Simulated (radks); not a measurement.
Values are calculated unless marked as measured or tabulated.
Initial-state core-level shifts of neutral tungsten when its valence configuration changes from [Xe] 4f14 5d4 6s2. Code: a radial shooting solver on a logarithmic mesh with Libxc functionals. Model: Dirac Kohn-Sham, PBE, spin-unpolarised, spherical densities, point nucleus; open shells fill j = l - 1/2 first. Shifts are changes of the shell-averaged eigenvalues in eV (positive: less bound).

valence	1s	3s	3d	5s
4f14 5d4 6s1.5 6p0.5	-0.686	-0.678	-0.677	-0.681
4f14 5d4 6p2	-2.553	-2.525	-2.522	-2.534
4f12 5d4 6s2 6p2	-27.508	-32.582	-32.282	-16.131
4f14 5d3 6s1 6p2	-5.011	-5.071	-5.081	-4.993
4f14 5d2 6s2 6p2	-7.779	-7.926	-7.954	-7.703
4f14 5d4 6s1 6p1	-1.335	-1.320	-1.318	-1.325
4f14 5d5 6s1	+1.736	+1.835	+1.843	+1.829
4f13.5 5d4 6p2.5	-9.121	-10.258	-10.183	-6.543
4f14 5d1 6s2 6p3	-12.448	-12.654	-12.703	-12.189
